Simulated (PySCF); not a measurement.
H₂ReO: breathing scan

All numbers come from UPBE0 in PySCF with Re def2-TZVP with ECP60, O def2-TZVP, H def2-TZVP; scalar-relativistic core potentials, no spin–orbit coupling; density-fitted integrals.

Rigid scan from the quartet minimum (Re–H 1.673 Å (×2), Re–O 1.692 Å; H–Re–H 106.9°, H–Re–O 113.5° (×2)). Coordinate: all bonds to the central atom scaled together. Energies in kJ/mol from the minimum.

```tsv
scale of all bonds to the centre	E (kJ/mol)	dipole size (D)	⟨S²⟩
0.88	255.2	0.86	3.76
0.92	101.0	1.39	3.76
0.96	22.5	1.87	3.76
1.00	0.0	2.31	3.77
1.04	18.2	2.69	3.77
1.08	65.3	3.04	3.78
1.14	171.2	3.47	3.81
1.22	344.7	3.87	3.95
1.35	593.6	2.96	4.98
```

Spin contamination is strong at 1.22, 1.35, so these points are less reliable.

Other spin states or occupations of the open shell can lie lower. With an element this heavy the missing spin–orbit coupling can shift these numbers.

Other isomers or separated fragments may lie lower.
